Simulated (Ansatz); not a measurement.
**CoCl: shapes and states compared**

Calculated in Ansatz's Gaussian-basis code. Basis cc-pwCVTZ-DK on Co, cc-pVTZ-DK on Cl, scalar X2C without spin–orbit coupling, 10 orbitals frozen in the corrections; active space CAS(14,9), shells under the valence barred from it. Restricted Hartree–Fock, then the lowest state-specific CASSCF solution met for each case. On stretched bonds single-reference methods can fail or change state. Unlike active orbitals can shift such differences by tenths of an eV, at times by over 1 eV.

Case A, singlet: bond length 2.0660 Å.

Case B, triplet: the shape of A.

Case C, triplet: bond length 2.3759 Å.

Energy less that of case A, in eV:

| case | RHF/ROHF | CASSCF |
| --- | --- | --- |
| B | -2.771 | -2.158 |
| C | -2.765 | -2.168 |

(1) Give the SC-NEVPT2 energies against case A.

Results:

(1) B: -1.883 eV (-43.4 kcal/mol); C: -1.441 eV (-33.2 kcal/mol).
